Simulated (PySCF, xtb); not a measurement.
ZnH, SMILES [ZnH+] (connectivity only; charge and spin as stated), charge +1, multiplicity 1.

GFN2-xTB (xtb) at its own geometry gives an orbital gap of 4.56 eV.

Geometry: PBE0-D3(BJ)/def2-TZVPD. The spin state was assumed, not searched.

Problem. What does CAM-B3LYP/def2-TZVPD in PySCF give? (The exact figures need the calculation; the answer reports its results.)

Solution. gap 8.73 eV (levels -18.08 and -9.35 eV).
